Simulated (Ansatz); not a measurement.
Cu2F. Charge 0, multiplicity 2. Geometry r2SCAN-D4/def2-TZVP, basis def2-TZVP, Ansatz.

```csv
atom,x (Å),y (Å),z (Å)
Cu1,0.0748,-0.4681,-0.2634
Cu2,-0.5069,-0.0725,1.9056
F3,0.4321,0.5405,-1.6422
```

```json
{"run": "A", "HOMO (eV)": "-6.10", "LUMO (eV)": "-5.07"}
{"run": "B", "HOMO (eV)": "-7.04", "LUMO (eV)": "-3.92"}
{"run": "C", "HOMO (eV)": "-6.87", "LUMO (eV)": "-4.14"}
{"run": "D", "HOMO (eV)": "-7.92", "LUMO (eV)": "0.27"}
{"run": "E", "HOMO (eV)": "-6.01", "LUMO (eV)": "-5.34"}
```

Another isomer (doublet) lies 0.17 eV lower at PBE0-D4/def2-TZVP; other spin states weren't run for this one.

HOMO and LUMO are taken over both spins.

Task: The runs used HF, PBE, PBE0, r2SCAN, r2SCAN0. Estimate which is which.

Result: A r2SCAN (0 % exact exchange); B r2SCAN0 (25 % exact exchange); C PBE0 (25 % exact exchange); D HF (100 % exact exchange); E PBE (0 % exact exchange). Exact exchange lowers occupied and raises empty levels; among semilocal functionals meta-GGAs tend to open the gap a little, and such runs are hard to tell apart. The gap grows from 0.67 eV (PBE) to 8.20 eV (HF).
